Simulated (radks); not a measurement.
Problem. Species: As I. Configuration: [Ar] 3d10 4s2 4p3. Calculated with a radial shooting solver on a logarithmic mesh with Libxc functionals: scalar-relativistic Kohn-Sham, PBE, spin-unpolarised, spherical densities, point nucleus. Some entries of the table are withheld. Estimate them.

orbital  occ.  eigenvalue (hartree)  <1/r> (bohr^-1)
1s          2             -430.6848            33.47
2s          2             -54.63742              (1)
2p          6             -47.90835            7.220
3s          2              -6.99360            2.385
3p          6              -4.91256            2.232
3d         10                   (2)            1.908
4s          2              -0.53265           0.6796
4p          3              -0.19091           0.5147

Solution. 
(1) 2s <1/r> (bohr^-1): 7.368
(2) 3d eigenvalue (hartree): -1.49370
